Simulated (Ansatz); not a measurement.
OsO₂⁺. Total charge 1; doublet. Geometry r2SCAN-D4/def2-TZVP, that of the neutral singlet; atoms count from 1.

Cartesian coordinates in Å:
```
Os -0.051 -0.325 -0.437
O -1.240 -0.351 0.749
O 1.292 0.676 -0.312
```

In the def2 sets Os takes a core potential; there is no spin–orbit coupling. The charge 1 doublet is spin-contaminated (final ⟨S²⟩ up to 1.10, 0.75 for a pure state). The structure comes from a short search, and lower isomers may exist.

Estimate the Mulliken populations from the PBE0/def2-TZVP orbitals of Ansatz.


| atom | charge (e) | spin (α − β) | d electrons |
| --- | --- | --- | --- |
| Os1 | 1.42 | 0.99 | 5.76 |
| O2 | -0.21 | 0.01 | – |
| O3 | -0.21 | 0.01 | – |
Mulliken values and Mayer orders depend strongly on the basis.

Where does the spin sit?

Summed by element: Os 0.99, O 0.01, of 1 unpaired in all. Largest on single atoms: Os1 0.99, O2 0.01, O3 0.01.

And the Mayer bond orders between bonded heavy atoms (over 0.3)?

Os1–O2 2.18 (1.68 Å); Os1–O3 2.18 (1.68 Å). Values over 0.3 also appear between atoms too far apart for a bond (O2–O3 0.34 at 2.93 Å); they arise where an orbital or an unpaired electron spreads over both atoms.
